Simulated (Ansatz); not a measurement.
Series SnH3X: r2SCAN-D4/def2-TZVP single points in Ansatz on relaxed structures, gas phase. Core potentials for Sn, no spin–orbit coupling. Binding counts from free atoms in the multiplicity of their measured ground term, without zero-point energy. A dash marks a value that wasn't run or was left out as unsound. The structures are stationary points that may keep the symmetry of their start. Remarks come from the PBE and PBE0 runs and from stability tests at other levels; not every state was tested. HOMO above LUMO (over both spins in singlets and doublets, within one spin in higher multiplets; at PBE or PBE0), or a gap under 0.15 eV within one spin, warns that the state may not be the lowest or that an electron is smeared out.

```
                  species  atoms    state             geometry  HOMO (eV)  LUMO (eV)  gap (eV)  vertical IE (eV)  vertical triplet (eV)  binding per atom (eV)  point group (within 0.1 Å)                                                                                  remarks
      Sn(GeH3)H3 (SnGeH6)      8  singlet  r2SCAN-D4/def2-TZVP      -7.18      -0.62      6.57              9.87                   5.78                   2.45                          C3                                                                                        –
       Sn(SMe)H3 (CH6SSn)      9  singlet   r2SCAN-D4/def2-SVP      -5.75      -1.06      4.69              8.68                   4.40                   3.05                           –                                                                                        –
     Sn(vinyl)H3 (C2H6Sn)      9  singlet  r2SCAN-D4/def2-TZVP      -7.00      -1.25      5.75              9.79                   4.01                   3.38                           –                                                                                        –
       Sn(OMe)H3 (CH6OSn)      9  singlet  r2SCAN-D4/def2-TZVP      -6.26      -0.79      5.46              9.49                   5.21                   3.18                          Cs                                                                                        –
      SnH3(NHMe) (CH7NSn)     10  singlet    B3LYP-D4/def2-SVP      -5.34      -0.51      4.83              8.34                   4.35                   3.12                           –                                                                                        –
          SnEtH3 (C2H8Sn)     11  singlet     PBE0-D4/def2-SVP      -6.88       0.05      6.93              9.64                   6.03                   3.35                           –                                                                                        –
Sn(eta1-allyl)H3 (C3H8Sn)     12  singlet      PBE-D4/def2-SVP      -5.97      -0.93      5.04              8.59                   3.72                   3.62                           –                                                                                        –
      Sn(OEt)H3 (C2H8OSn)     12  singlet    B3LYP-D4/def2-SVP      -6.16      -0.90      5.26              9.25                   5.06                   3.46                           –                                                                                        –
     SnH3(NHEt) (C2H9NSn)     13  singlet      PBE-D4/def2-SVP      -5.43      -0.57      4.86              8.28                   4.37                   3.39                           –                                                                                        –
          SnPhH3 (C6H8Sn)     15  singlet   r2SCAN-D4/def2-SVP      -6.54      -1.31      5.23                 –                   4.12                   4.39                           –                                                                                        –
   Sn(NMeEt)H3 (C3H11NSn)     16  singlet   r2SCAN-D4/def2-SVP      -4.90      -0.42      4.49                 –                   4.13                   3.53                           –                                                                                        –
      SnH3(nBu) (C4H12Sn)     17  singlet      PBE-D4/def2-SVP      -6.82      -0.08      6.74                 –                   5.91                   3.67                           –                                                                                        –
SnH3(OSiMe3) (C3H12OSiSn)     18  singlet     PBE0-D4/def2-SVP      -6.59      -0.89      5.70                 –                   5.50                   3.69                           –  gap within one spin near zero at PBE or PBE0 (+1 doublet), HOMO above LUMO (+1 doublet)
    SnH3(NEt2) (C4H13NSn)     19  singlet     PBE0-D4/def2-SVP      -4.83      -0.40      4.44                 –                   4.09                   3.65                           –                                                                                        –
```

The gap (eV) runs from 4.44 (SnH3(NEt2)) to 6.93 (SnEtH3). The vertical IE (eV) runs from 8.28 (SnH3(NHEt)) to 9.87 (Sn(GeH3)H3). The vertical triplet (eV) runs from 3.72 (Sn(eta1-allyl)H3) to 6.03 (SnEtH3).
